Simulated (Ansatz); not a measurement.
```yaml
crystal:
  periodic: [false, false, false]
  atoms:
    - {symbol: S, position_ang: [7.157536, -0.646341, -1.378114]}
    - {symbol: C, position_ang: [5.404841, -0.520724, -1.177144]}
    - {symbol: C, position_ang: [4.464451, -0.724181, -2.206565]}
    - {symbol: C, position_ang: [3.103467, -0.595410, -1.923415]}
    - {symbol: C, position_ang: [2.687518, -0.262805, -0.613140]}
    - {symbol: C, position_ang: [1.264234, -0.109500, -0.236335]}
    - {symbol: C, position_ang: [0.908028, 0.201271, 1.094146]}
    - {symbol: C, position_ang: [-0.433986, 0.342898, 1.439639]}
    - {symbol: C, position_ang: [-1.431081, 0.172103, 0.449229]}
    - {symbol: C, position_ang: [-2.876613, 0.304300, 0.737834]}
    - {symbol: C, position_ang: [-3.397599, 0.588741, 2.021143]}
    - {symbol: C, position_ang: [-4.774234, 0.696806, 2.209247]}
    - {symbol: C, position_ang: [-5.616844, 0.513262, 1.088524]}
    - {symbol: S, position_ang: [-7.372669, 0.646678, 1.297497]}
    - {symbol: N, position_ang: [-5.147372, 0.242624, -0.139823]}
    - {symbol: C, position_ang: [-3.823236, 0.143018, -0.301587]}
    - {symbol: N, position_ang: [-1.092918, -0.122726, -0.827119]}
    - {symbol: C, position_ang: [0.192775, -0.255650, -1.148791]}
    - {symbol: N, position_ang: [3.597878, -0.070940, 0.369643]}
    - {symbol: C, position_ang: [4.895162, -0.193075, 0.103220]}
    - {symbol: H, position_ang: [7.132686, -0.964145, -2.702217]}
    - {symbol: H, position_ang: [4.792397, -0.981802, -3.225893]}
    - {symbol: H, position_ang: [2.371175, -0.755557, -2.727205]}
    - {symbol: H, position_ang: [1.713375, 0.326551, 1.832077]}
    - {symbol: H, position_ang: [-0.702929, 0.586574, 2.477004]}
    - {symbol: H, position_ang: [-2.730210, 0.727773, 2.884660]}
    - {symbol: H, position_ang: [-5.194674, 0.918059, 3.201435]}
    - {symbol: H, position_ang: [-7.619875, 0.392281, -0.018102]}
    - {symbol: H, position_ang: [-3.453057, -0.081146, -1.315513]}
    - {symbol: H, position_ang: [0.389152, -0.493944, -2.209381]}
    - {symbol: H, position_ang: [5.592634, -0.024983, 0.945026]}
basis:
  gaussian: {orbitals: def2-mTZVP, fitting: {mean_field: def2-universal-jkfit}}
hamiltonian: {xc: {name: wPBEh}}
scf: {lower_state_search: off}
```

```sh
$ ansatz run in.yaml --threads 2 --pin off --events-out ev --progress --plain --max-ram 32768MiB --backend cuda --devices 0, --max-vram 18GiB
```

Shortened log:

```
Functional definition: wPBEh
1810 factors; integrals over basis functions are off by at most 5.6e-1 eV
1810 factors; integrals over basis functions are off by at most 1.8e-7 eV
mean field evaluation 1: about -41824.4847 eV, gradient 1.0e2 eV
mean field evaluation 2: about -41652.2985 eV, gradient 2.3e2 eV
mean field evaluation 4: about -41851.0601 eV, gradient 1.7e1 eV
mean field evaluation 8: about -41851.8297 eV, gradient 5.6e-1 eV
mean field evaluation 16: about -41851.8414 eV, gradient 1.8e-3 eV
mean field -41851.84139981 eV, -1538.0268032461 hartree, gradient 5.6e-6 eV, S^2 0.000000; 0 other end points of the search recorded, 0 dependent functions left out
reference -41851.84147407 eV, -1538.0268059751 hartree; 77, 77 occupied and 342, 342 virtual orbitals, 1810 factors
Total energy: -41851.84147407 eV, -1538.0268059751 hartree
Checks for a lower state left out: stability, starts, cluster_reference, orbital_swaps, neighbouring_geometries, increment
```

It took 5.5 s on 2 threads of AMD EPYC 7R13 on a shared host and a share (18 GiB) of an NVIDIA H100 80GB HBM3.
